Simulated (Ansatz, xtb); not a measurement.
CH7BGaN: where a starting geometry ends

The starting geometry of this gas-phase singlet was built from a drawn formula by distance geometry; its bonds are those of `NC[BH][GaH2]`.

```xyz
11

C    -0.5600    0.1396   -0.8469
B    -1.8257    0.7237   -0.1134
Ga   -2.1362    2.4115    1.0796
N     0.0014   -0.9304   -0.0852
H     0.2070   -0.7100    0.8734
H    -0.6228   -1.6914   -0.2093
H     0.1632    0.9556   -1.1644
H    -0.9185   -0.3190   -1.7769
H    -2.7793    0.0535    0.0983
H    -2.8419    2.6821    2.4508
H    -3.0614    3.3218    0.0201
```

**Question.** Predict what becomes of its bonds when it is optimised with r2SCAN-D4/def2-SVP.

**Answer.** A new bond forms, giving a structure given below by its coordinates. Contacts that close: B2–N4 (2.46 → 1.62 Å).

The energy falls by 1.54 eV over 20 steps:

```json
{"step": "1", "E − E(last) (eV)": "1.538"}
{"step": "3", "E − E(last) (eV)": "0.801"}
{"step": "5", "E − E(last) (eV)": "0.622"}
{"step": "7", "E − E(last) (eV)": "0.503"}
{"step": "9", "E − E(last) (eV)": "0.406"}
{"step": "12", "E − E(last) (eV)": "0.092"}
{"step": "14", "E − E(last) (eV)": "0.008"}
{"step": "16", "E − E(last) (eV)": "0.001"}
{"step": "18", "E − E(last) (eV)": "0.000"}
{"step": "20", "E − E(last) (eV)": "0.000"}
```

Final geometry (Å):

| atom | x (Å) | y (Å) | z (Å) |
| --- | --- | --- | --- |
| C | -0.5486 | 0.2655 | -0.9612 |
| B | -1.9891 | 0.4077 | -0.2968 |
| Ga | -2.3101 | 2.1251 | 0.8025 |
| N | -0.7829 | -0.4963 | 0.2978 |
| H | -0.2659 | -0.1905 | 1.1207 |
| H | -0.8148 | -1.5101 | 0.2188 |
| H | 0.2496 | 1.0086 | -0.8528 |
| H | -0.3897 | -0.3976 | -1.8189 |
| H | -2.8614 | -0.2893 | -0.7675 |
| H | -1.2461 | 2.4774 | 1.9443 |
| H | -3.4154 | 3.2366 | 0.6392 |

From the same start GFN2-xTB reaches the same bonding as this run.

The end wasn't checked by frequencies. Run with Ansatz 0.2.0, 32 s on 2 threads of Intel(R) Xeon(R) 6975P-C (Granite Rapids), on a shared host.
